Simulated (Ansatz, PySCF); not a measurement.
Pair of molecules: C2H4 (SMILES C=C) (first 6 atoms) with C3H8 (SMILES CCC); geometry from B3LYP-D3(BJ)/def2-TZVP, rigid monomers moved along the line of their centres of mass till C1···H13 is 4.13 Å.
(charge 0, multiplicity 1):
```xyz
17

C      0.6473    -0.3392     0.2789
C     -0.5402     0.2366     0.1678
H      1.4945     0.1819     0.7076
H      0.8201    -1.3562    -0.0516
H     -1.3892    -0.2846    -0.2576
H     -0.7131     1.2534     0.4994
C     -1.2101    -0.4905     5.1503
C      0.3144    -0.4380     5.1743
C      0.8554     0.9854     5.0752
H     -1.5776    -1.5149     5.2365
H     -1.6365     0.0881     5.9739
H     -1.5965    -0.0758     4.2166
H      0.7077    -1.0339     4.3463
H      0.6834    -0.9050     6.0926
H      1.9471     1.0027     5.0829
H      0.5195     1.4660     4.1535
H      0.5066     1.5973     5.9110
```

Monomers are frozen at their geometry in the pair; levels with a basis set take the counterpoise correction.

Frozen-core correlation.

Run with Ansatz (Gaussian basis) for Hartree–Fock, density functionals and correlated methods; PySCF for the dispersion terms. Each number belongs to the level named beside it.

PBE/def2-TZVPPD gives -9.8 meV for the interaction energy.

**Question.** Where do these levels fall relative to PBE: PBE-D3(BJ)/def2-TZVPPD, r2SCAN/def2-TZVPPD, B3LYP/def2-TZVPPD, wB97M-V/def2-TZVPPD, MP2/aug-cc-pVDZ.

**Answer.** PBE-D3(BJ)/def2-TZVPPD -19.4; r2SCAN/def2-TZVPPD 0.8; B3LYP/def2-TZVPPD 14.7; wB97M-V/def2-TZVPPD -12.4; MP2/aug-cc-pVDZ -12.9 meV. 2 of 5 lie above PBE; the widest gap is to PBE-D3(BJ)/def2-TZVPPD.

Ansatz is an electronic-structure program.
